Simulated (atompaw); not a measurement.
## Reading a pseudo-wave (germanium (Ge))

Columns: radius, all-electron u(r) and pseudo u(r) of the 4s shell (level -29.28 eV) of germanium in the configuration [Ar] 3d10 4s2 4p0; PBEsol, scalar-relativistic, PAW (atompaw) scheme, atompaw 4.2.0.5.

```csv
r (bohr),all-electron,pseudo
0.073,0.0632,0.0009
0.146,0.2356,0.0035
0.219,0.0947,0.0097
0.292,-0.1308,0.0209
0.365,-0.3018,0.0384
0.438,-0.3787,0.0631
0.512,-0.3697,0.0959
0.585,-0.2988,0.1359
0.658,-0.1904,0.1833
0.731,-0.0634,0.2372
0.804,0.0687,0.2964
0.877,0.1970,0.3593
0.950,0.3160,0.4243
1.023,0.4225,0.4893
1.096,0.5152,0.5525
1.169,0.5936,0.6117
1.242,0.6582,0.6653
1.315,0.7098,0.7117
1.388,0.7493,0.7495
1.462,0.7782,0.7782
1.535,0.7968,0.7968
1.608,0.8069,0.8069
1.681,0.8094,0.8094
1.754,0.8054,0.8054
1.827,0.7959,0.7959
1.900,0.7816,0.7816
```

Q: How many radial nodes do the two functions have?

A: The all-electron 4s function has n − l − 1 = 3 (the table is too coarse to show those close to the nucleus); the pseudo-wave has 0, since the states of the same l below it are removed with the core.

Q: At about which radius was the pseudo-wave matched?

A: 1.45 bohr, where the columns begin to agree (steps of 0.07 bohr).

Q: Is the pseudo-wave norm-conserving?

A: No, it belongs to a PAW set: the norm inside the radius is not constrained, and the difference is carried by the augmentation charge.
